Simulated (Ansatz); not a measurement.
CH8AlSbSi can be A, `C[SiH]([AlH2])[SbH2]`, or B, `[CH3][AlH][SiH2][SbH2]`.

Program: Ansatz. Geometries: PBE0-D4/def2-TZVP. ΔE: electronic, gas phase. CBS: MP2 limit from def2 TZ/QZ plus the TZ coupled-cluster correction, frozen cores. DFT in def2-TZVPP. Elements past krypton have def2 core potentials. For Sb outer-core shells are correlated without core-valence functions, which leaves a few kJ/mol of doubt a bond. Each species was taken in one conformer, which may not be the lowest.

Which is lower in electronic energy at CCSD(T)/CBS, and by how much? (An estimate is asked.)

The calculation gave: B, by 8.4 kJ/mol.

Give E(B) − E(A) in kJ/mol with MP2/def2-TZVPP, r2SCAN-D4, LDA (SPW92), HF/def2-TZVPP, CCSD(T)/def2-SVP, PBE-D4, ωB97M-V. (Best estimate.)

Ansatz gave: MP2/def2-TZVPP -8.3, r2SCAN-D4 -9.4, LDA (SPW92) -7.8, HF/def2-TZVPP -6.6, CCSD(T)/def2-SVP -8.9, PBE-D4 -8.1, ωB97M-V -9.1. None reverses the order clearly.

Does the order hold for the free energy at 298.15 K (harmonic terms from PBE0-D4)? (Best estimate.)

Computed: Yes: G(B) − G(A) = -10.6 kJ/mol, for one conformer each.

Largest T1 diagnostic: 0.014.

Leaving LDA and LC-ωPBE aside and taking each functional with its dispersion term where it has one, the values, not all of them listed here, spread over 7.7 kJ/mol, from B2PLYP to B97M-V.
